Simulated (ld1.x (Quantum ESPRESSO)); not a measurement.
# Before and after: TM potential for Au

```json
{
  "Element": "Au (Z = 79)",
  "Generator": "ld1.x (Quantum ESPRESSO) 7.5",
  "Type": "norm-conserving Troullier–Martins (Kleinman–Bylander form)",
  "Functional": "LDA (PZ)",
  "Relativity": "scalar-relativistic",
  "Frozen core": "[Kr] 4d10 4f14",
  "Valence charge": "19",
  "Reference configuration": "5s2 5p6 5d10 6s0 6p0 (charge +1)",
  "Partial waves": "5s (bound): rc 1.65 bohr; 5p (bound): rc 1.75 bohr; 5d (bound): rc 1.75 bohr",
  "Local potential": "all-electron potential smoothed inside 1.60 bohr (lloc = -1)",
  "Core correction": "a·sin(br)/r model core, default radius (core density twice the valence density)"
}
```

Change: wave 5s (bound): rc 1.65 bohr becomes 5s (bound): rc 2.20 bohr.

Cutoffs: the cutoffs (Ry, on a coarse ladder) from which the occupation-weighted sum of valence levels, in a spherical-Bessel basis at the reference potential, stays within 10 and 1 mRy of its value at 400 Ry; they do not see the model core or the augmentation charge, which bear on the density cutoff. Errors are all-electron minus pseudo energies relative to the spin-unpolarised reference configuration.

**Question.** What does the change do?

**Answer.** The potential gets neither clearly harder nor softer (50 Ry and 80 Ry → 50 Ry and 70 Ry); the d channel sets the loose cutoff, while the largest relative change is in s, which becomes softer; of the 9 tests that both files solve, the error grows in 5 and shrinks in 1 by more than 15 % and 0.3 meV (median size 247.2 → 451.2 meV); neither file shows a bound ghost.

| quantity | base | changed |
| --- | --- | --- |
| cutoff, loose | 50 Ry | 50 Ry |
| cutoff, tight | 80 Ry | 70 Ry |
| loose cutoff by channel (10 mRy a level) | s 35 Ry, p 30 Ry, d 35 Ry | s 18 Ry, p 30 Ry, d 35 Ry |
| bound ghosts | none | none |
| error for 5s2 5p6 5d10 6s1 6p0, meV [ΔE -9.77 eV] | -446 | +804 |
| error for 5s2 5p6 5d9 6s0 6p0, meV [ΔE 21.50 eV] | -2.7 | -2.6 |
| error for 5s2 5p6 5d8 6s0 6p0, meV [ΔE 55.67 eV] | -11 | -9.8 |
| error for 5s2 5p5 5d10 6s1 6p0, meV [ΔE 56.63 eV] | -780 | +1127 |
| error for 5s2 5p6 5d7 6s0 6p0, meV [ΔE 103.67 eV] | -29 | -26 |
| error for 5s2 5p6 5d10 6s0.5 6p0, meV [ΔE -5.83 eV] | -247 | +451 |
| error for 5s1 5p6 5d10 6s1 6p0, meV [ΔE 105.90 eV] | -1175 | +560 |
| error for 5s2 5p6 5d10 6s1 6p0 (spin-polarised), meV [ΔE -9.91 eV] | -444 | +798 |
| error for 5s2 5p6 5d9 6s0 6p0 (spin-polarised), meV [ΔE 21.36 eV] | +0.3 | +1.1 |
